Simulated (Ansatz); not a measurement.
Nudged elastic band run: MgAl16

input.yaml

```yaml
crystal:
  lattice:
    - [8.1, 0.0, 0.0]
    - [0.0, 5.727565, 0.0]
    - [0.0, 0.0, 16.295674]
  atoms:
    - { symbol: Al, position: [0.25, 0.25, 0.061366] }
    - { symbol: Al, position: [0.75, 0.25, 0.061366] }
    - { symbol: Al, position: [0.25, 0.75, 0.061366] }
    - { symbol: Al, position: [0.75, 0.75, 0.061366] }
    - { symbol: Al, position: [0.00112669, -0.00040116, 0.13795344] }
    - { symbol: Al, position: [0.49937868, 1.68e-06, 0.1379965] }
    - { symbol: Al, position: [0.00091559, 0.50104905, 0.13799593] }
    - { symbol: Al, position: [0.49959388, 0.50053562, 0.13802797] }
    - { symbol: Al, position: [0.25107893, 0.25067848, 0.22046807] }
    - { symbol: Al, position: [0.75088127, 0.25050122, 0.2288566] }
    - { symbol: Al, position: [0.25099346, 0.75030105, 0.22694086] }
    - { symbol: Al, position: [0.75099108, 0.75104606, 0.2283717] }
    - { symbol: Al, position: [0.00251308, -0.00213636, 0.30482964] }
    - { symbol: Al, position: [0.50002819, -0.0021011, 0.30484717] }
    - { symbol: Al, position: [0.0016164, 0.50423877, 0.30481287] }
    - { symbol: Al, position: [0.50094715, 0.50414229, 0.30482367] }
    - { symbol: Mg, position: [0.2514441, 0.25360379, 0.39360707] }
basis:
  ecutwfc: 420.0
kpoints:
  mp_grid: { grid: [2, 3, 1] }
hamiltonian:
  xc: pbe
scf:
  occupations: { method: gaussian, width: 0.05 }
  lower_state_search: "off"
neb:
  images: 3
  f_tol: 0.2
  max_iterations: 37
  order_check: false
  constraints: [{ sites: [0, 1, 2, 3] }]
  final_atoms:
    - { symbol: Al, position: [0.25, 0.25, 0.061366] }
    - { symbol: Al, position: [0.75, 0.25, 0.061366] }
    - { symbol: Al, position: [0.25, 0.75, 0.061366] }
    - { symbol: Al, position: [0.75, 0.75, 0.061366] }
    - { symbol: Al, position: [0.00091559, 0.00104904, 0.13799593] }
    - { symbol: Al, position: [0.49959388, 0.00053561, 0.13802797] }
    - { symbol: Al, position: [0.00112669, 0.49959883, 0.13795344] }
    - { symbol: Al, position: [0.49937868, 0.50000167, 0.1379965] }
    - { symbol: Al, position: [0.25099346, 0.25030104, 0.22694086] }
    - { symbol: Al, position: [0.75099108, 0.25104605, 0.2283717] }
    - { symbol: Al, position: [0.25107893, 0.75067847, 0.22046807] }
    - { symbol: Al, position: [0.75088127, 0.75050121, 0.2288566] }
    - { symbol: Al, position: [0.0016164, 0.00423876, 0.30481287] }
    - { symbol: Al, position: [0.50094715, 0.00414228, 0.30482367] }
    - { symbol: Al, position: [0.00251308, 0.49786363, 0.30482964] }
    - { symbol: Al, position: [0.50002819, 0.49789889, 0.30484717] }
    - { symbol: Mg, position: [0.2514441, 0.75360378, 0.39360707] }
```

Launched with:

```bash
$ ansatz run input.yaml --threads 1 --pin off --max-ram 3072MiB --backend cpu --events-out ev --progress --plain --runs-dir out
```

Output, in part (warnings, iteration lines):

```
NEB end point (image 0): max|allowed force component| = 2.132e-2 eV/Å (the criterion of neb.relax_end_points is 4.000e-2)
NEB end point (image 4): max|allowed force component| = 2.132e-2 eV/Å (the criterion of neb.relax_end_points is 4.000e-2)
NEB iter   1: max|band force component| = 1.179e0 eV/Å  barrier→ = 0.4851 eV  barrier← = 0.4851 eV  Δτ_max = 0.1500 Å  (40 SCF iters)
NEB iter   2: max|band force component| = 2.172e-1 eV/Å  barrier→ = 0.2430 eV  barrier← = 0.2430 eV  CI = image 2  Δτ_max = 0.0521 Å  (23 SCF iters)
NEB iter   3: max|band force component| = 5.299e-2 eV/Å  barrier→ = 0.2242 eV  barrier← = 0.2242 eV  CI = image 2  Δτ_max = 0.0000 Å  (21 SCF iters)
```

The run converged. The threshold of 0.2 eV/Å is loose, so the images may lie well off the minimum-energy path. The order of the stationary point at the top wasn't checked. Limits of this set-up: coarse k mesh, thin slab, slab without dipole correction.

Final band (atoms are numbered from 1 in the order of the input):

```json
{"image": "0", "path coordinate (Å)": "0.00", "energy (eV)": "0.000", "Al9–Mg17 (Å)": "2.82", "Al11–Mg17 (Å)": "3.93"}
{"image": "1", "path coordinate (Å)": "0.74", "energy (eV)": "0.102", "Al9–Mg17 (Å)": "2.89", "Al11–Mg17 (Å)": "3.44"}
{"image": "2", "path coordinate (Å)": "1.49", "energy (eV)": "0.224", "Al9–Mg17 (Å)": "3.11", "Al11–Mg17 (Å)": "3.11"}
{"image": "3", "path coordinate (Å)": "2.26", "energy (eV)": "0.096", "Al9–Mg17 (Å)": "3.46", "Al11–Mg17 (Å)": "2.88"}
{"image": "4", "path coordinate (Å)": "3.03", "energy (eV)": "0.000", "Al9–Mg17 (Å)": "3.93", "Al11–Mg17 (Å)": "2.82"}
```

Time of the run: 110 s on 1 thread of Intel(R) Xeon(R) Platinum 8375C CPU @ 2.90GHz (Ice Lake) (shared host), peak memory 0.89 GiB.
